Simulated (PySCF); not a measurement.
# From computed data to an observable: oscillator strength and radiative lifetime

C4H4BN, SMILES C(B(N)C#C)#C.

The structure is a stationary point at r2SCAN-D4/def2-SVP. The structure was generated by enumeration, and PubChem lists no compound with its InChIKey, so it may never have been made. The values are those of a single conformer.

PySCF with TDA-PBE/def2-SVPD puts the first singlet state with f over 0.02 at 5.14 eV (vertical), with the transition dipole (0.000, -0.891, 0.000) in atomic units.

Question: Find the oscillator strength, the wavelength and the radiative lifetime that this transition would have in vacuum if emission retraced absorption.

Answer: 
|μ|² = 0.7939 au, so |μ| = 2.26 D. ΔE = 5.14/27.211 = 0.1889 hartree. f = (2/3) ΔE |μ|² = 0.100 (the program prints 0.100).
λ = 1239.84/5.14 = 241 nm; ν = 41457 cm⁻¹.
Einstein's coefficient A = 0.6670 ν² f s⁻¹ (ν in cm⁻¹) = 1.1e8 s⁻¹, so τ = 1/A = 8.7 ns. This state is S3; the lower singlets have f = 0.000, 0.000. The figure is the radiative limit of this one transition; relaxation, internal conversion, crossing to triplets and a medium change what is measured.
